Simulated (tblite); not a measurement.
Compound: H₇N₂PSi.
Z-matrix (Å and degrees, GFN2-xTB geometry), rows numbered from 1:
```
N 
Si  1  1.7280
N   2  1.7218  1  103.63
P   2  2.2622  1  119.78  3  -114.74
H   1  1.0079  2  117.73  3    40.46
H   1  1.0069  2  118.75  3   177.02
H   2  1.4693  1  104.43  3   125.30
H   3  1.0071  2  118.00  1  -166.85
H   3  1.0068  2  118.06  1    56.38
H   4  1.3825  2   94.09  1   -53.81
H   4  1.3820  2   95.32  1    38.82
```

Level: GFN2-xTB in tblite, geometry and Hessian alike; calculated harmonic values, unscaled, isolated species. The method is semi-empirical: single wavenumbers can be off by several per cent or more. Modes of hydrogen on phosphorus and silicon can be 10 to 20 % off. One conformer, not necessarily the lowest.

Harmonic wavenumbers (cm⁻¹): 62.5, 138.7, 158.1, 195.3, 223.4, 261.6, 442.5, 536.8, 546.8, 613.9, 633.5, 695.3, 720.4, 802.4, 812.8, 879.6, 930.7, 1152.5, 1507.4, 1512.5, 2174.6, 2298.9, 2390.1, 3468.7, 3474.5, 3508.2, 3513.0.

A = 6250, B = 2863, C = 2209 MHz; mass 94.012 u (most abundant isotopes); point group C1, symmetry number 1.

**Question.** What is the zero-point energy?

**Answer.** Half the sum of the wavenumbers: 16827 cm⁻¹ = 201.30 kJ/mol.

**Question.** What is S at 298.15 K and 1 bar for an ideal gas of classical rigid rotors and harmonic oscillators?

**Answer.** Translation 165.52, rotation 110.88, vibration 82.17: S = 358.6 J/(mol K).

**Question.** And Cp and H(298.15 K) − H(0)?

**Answer.** Cp = 121.63 J/(mol K), of which vibrations give 88.37 (their classical limit is 27 R = 224.5); H(298.15 K) − H(0) = 23.38 kJ/mol without the zero-point energy, 13.46 from vibrations.

**Question.** What must be added to the electronic energy to get the Gibbs energy at 298.15 K and 1 bar?

**Answer.** ZPE + [H(298.15 K) − H(0)] − T·S = 201.30 + 23.38 − 106.91 = 117.77 kJ/mol.

**Question.** How do the functions run with temperature in this model?

**Answer.** 
| T (K) | S (J/(mol K)) | Cp (J/(mol K)) | H − H(0) (kJ/mol) | G − H(0) (kJ/mol) | ln q(vib) |
| --- | --- | --- | --- | --- | --- |
| 150 | 290.3 | 80.2 | 8.30 | -35.24 | 1.76 |
| 250 | 338.2 | 109.4 | 17.81 | -66.75 | 3.57 |
| 400 | 397.4 | 142.4 | 36.88 | -122.07 | 6.29 |
| 600 | 460.7 | 169.5 | 68.28 | -208.11 | 9.68 |
| 900 | 534.6 | 195.0 | 123.24 | -357.89 | 14.16 |

q(vib) and H(0) count from the zero-point level.

Hindered rotation and anharmonicity are outside this model. Other conformers, if any are populated, would add a mixing term that is left out. The structure is chiral; the term R ln 2 for an equal mix with its mirror image is left out.
